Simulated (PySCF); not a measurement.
Species: C6H10F3N.
Geometry (PBE0-D3(BJ)/def2-SVP, Å), atoms numbered from 1 in this order:
```xyz
20
C6H10F3N angstrom
F      3.0468    0.9363   -0.3676
C      2.3972   -0.1787   -0.0153
F      2.9946   -1.2003   -0.6197
F      2.5692   -0.3384    1.3074
C      0.9241   -0.0888   -0.3632
C      0.2825    1.1901    0.1810
C     -1.2111    1.1986   -0.1325
C     -1.8840   -0.0878    0.3356
C     -1.1507   -1.3065   -0.2201
N      0.2711   -1.3050    0.0679
H      0.8905   -0.0585   -1.4681
H      0.4411    1.2260    1.2732
H      0.7773    2.0760   -0.2453
H     -1.6898    2.0796    0.3230
H     -1.3480    1.3019   -1.2244
H     -2.9446   -0.1063    0.0355
H     -1.8677   -0.1315    1.4399
H     -1.2750   -1.3398   -1.3182
H     -1.5854   -2.2414    0.1665
H      0.4262   -1.4327    1.0671
```

Theory: PBE0-D3(BJ)/def2-SVP geometry optimisation, gas phase in PySCF.

Masses are those of the commonest isotopes; rigid-rotor values at the optimised geometry. The values belong to one conformer with, in the numbering `[F:1][C:2]([F:3])([F:4])[C@@H:5]1[CH2:6][CH2:7][CH2:8][CH2:9][NH:10]1`, C2–C5–C6–C7 -177°, C5–C6–C7–C8 52°, C6–C7–C8–C9 -53°, C7–C8–C9–N10 54°.

Q: Give the principal moments of inertia and the rotational constants in cm⁻¹.

A: Ia = 200.06, Ib = 559.85, Ic = 646.35 u·Å²; 505379 MHz·u·Å²/I gives 2526, 902.7 and 781.9 MHz, that is A = 0.08426, B = 0.03011, C = 0.02608 cm⁻¹.

Q: Classify the top.

A: An asymmetric top; Ray's κ = -0.861.

Q: What does the inertial defect say?

A: Not planar: Δ = Ic − Ia − Ib = -113.56 u·Å². For a rigid frame Δ = −2 Σ m c², so Σ m c² = 56.78 u·Å² lies off the ab plane: 10.52 from hydrogen and 46.26 from heavier atoms. The atom farthest from that plane is 1.50 Å away.

Q: Give the other two planar moments, Paa and Pbb, and the rms extents of the mass along the axes.

A: Paa = Σ m a² = (Ib + Ic − Ia)/2 = 503.07 and Pbb = Σ m b² = (Ia + Ic − Ib)/2 = 143.28 u·Å². With the mass M = 153.08 u, the rms extents √(P/M) along a, b and c are 1.81, 0.97, 0.61 Å.

Q: Where do the levels up to J = 3 lie, in MHz?

A: Above 0(0,0):
J = 1: 1(0,1) 1685, 1(1,1) 3308, 1(1,0) 3429
J = 2: 2(0,2) 5047, 2(1,2) 6556, 2(1,1) 6919, 2(2,1) 11789, 2(2,0) 11796
J = 3: 3(0,3) 10075, 3(1,3) 11425, 3(1,2) 12150, 3(2,2) 16843, 3(2,1) 16875, 3(3,1) 25266, 3(3,0) 25266

Q: Which lines would a microwave search look for?

A: The dipole components are |μa| = 2.70 D, |μb| = 0.73 D, |μc| = 0.15 D. The squared components, which scale the intensities, stand as 1.00 : 0.07 : 0.00 (a : b : c). Some lines, for components of 0.1 D or more:

```tsv
type	branch	J(Ka,Kc)	MHz	lower level (cm⁻¹)
a	Q	4(1,3) ← 4(1,4)	1207	0.597
c	Q	3(1,3) ← 3(0,3)	1350	0.336
c	Q	2(1,2) ← 2(0,2)	1509	0.168
c	Q	1(1,1) ← 1(0,1)	1623	0.056
b	R	2(0,2) ← 1(1,1)	1739	0.110
b	Q	3(1,2) ← 3(0,3)	2074	0.336
a	R	2(1,2) ← 1(1,1)	3248	0.110
c	R	1(1,0) ← 0(0,0)	3429	0.000
a	R	2(1,1) ← 1(1,0)	3490	0.114
b	Q	3(2,1) ← 3(1,2)	4726	0.405
a	R	3(1,3) ← 2(1,2)	4869	0.219
b	R	2(1,2) ← 1(0,1)	4872	0.056
a	R	3(1,2) ← 2(1,1)	5231	0.231
b	R	4(0,4) ← 3(1,3)	5325	0.381
a	R	4(3,1) ← 3(3,0)	6752	0.843
a	R	4(2,2) ← 3(2,1)	6797	0.563
a	R	4(1,3) ← 3(1,2)	6966	0.405
b	Q	3(3,1) ← 3(2,2)	8423	0.562
c	R	4(1,3) ← 3(0,3)	9041	0.336
c	Q	4(4,1) ← 4(3,1)	11774	1.068
b	Q	4(4,0) ← 4(3,1)	11774	1.068
c	R	3(3,0) ← 2(2,0)	13471	0.393
b	R	3(3,0) ← 2(2,1)	13477	0.393
c	R	4(3,1) ← 3(2,1)	15143	0.563
b	R	4(4,0) ← 3(3,1)	18526	0.843
```

Whether it is a minimum is left open (no frequencies). These are rigid-rotor constants of the computed structure; measured ground-state constants (B0) also hold zero-point vibration. A rigid rotor knows nothing of inversion at nitrogen, which can split or shift real lines. Quadrupole hyperfine structure (14N) is left out.
